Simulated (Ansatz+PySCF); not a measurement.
A calculation with PySCF 2.14.0.

```python
from pyscf import gto, dft

mol = gto.M(atom="""
Co 0.000000 0.000000 0.000000
O 0.000000 0.000000 1.629000
""", basis='def2-svp', charge=0, spin=3)
mf = dft.ROKS(mol, xc='pbe0')
mf.kernel()
print(mf.converged, mf.e_tot, mf.spin_square()[0])
```

The script is written out from the run's settings.

The run gave:

- Converged: yes
- Total energy: -1457.31711 hartree
- Spin squared of the determinant: 3.750
- Cycles: 50

This is not the lowest solution: another run reaches a determinant 0.58 eV lower. Caution: another spin multiplicity may lie lower; an unrestricted determinant lies well below.
